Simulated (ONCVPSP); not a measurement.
# Configuration tests for Zn (ONCV)

```
Element                 : Zn
Generator               : ONCVPSP 4.0.1
Type                    : optimised norm-conserving Vanderbilt (ONCV)
Functional              : PBEsol
Relativity              : scalar-relativistic
Frozen core             : [Ne]
Valence charge          : 20
Reference configuration : 3s2 3p6 3d10 4s2
Partial waves           : 3s+4s: rc 1.05 bohr, ncon 4, nbas 8, qcut 9.3 1/bohr, 2 projectors; 3p: rc 1.00 bohr, ncon 3, nbas 7, qcut 14.4 1/bohr, 1 projector; 3d: rc 0.70 bohr, ncon 4, nbas 7, qcut 15.8 1/bohr, 2 projectors, debl 2 Ha
Local potential         : polynomial inside 0.55 bohr (lpopt 5, dvloc0 1 Ha)
Core correction         : polynomial model core, fcfact 0.6
```

Energies are relative to the spin-unpolarised reference configuration 3s2 3p6 3d10 4s2; without spin polarisation the order of configurations can differ from experiment.

```json
{"valence configuration": "3s2 3p6 3d10 4s0", "charge": "+2", "ΔE all-electron (eV)": "28.249", "error AE − PS (meV)": "+0.2"}
{"valence configuration": "3s2 3p6 3d9 4s2", "charge": "+1", "ΔE all-electron (eV)": "17.934", "error AE − PS (meV)": "+3.8"}
```

Question: What are ΔE and the potential's error for 3s2 3p6 3d9 4s0?

Answer: ΔE = 68.758 eV all-electron; the error (AE − PS) is -5.7 meV.

Question: What are ΔE and the potential's error for 3s2 3p6 3d10 4s1?

Answer: ΔE = 9.900 eV all-electron; the error (AE − PS) is -0.3 meV.
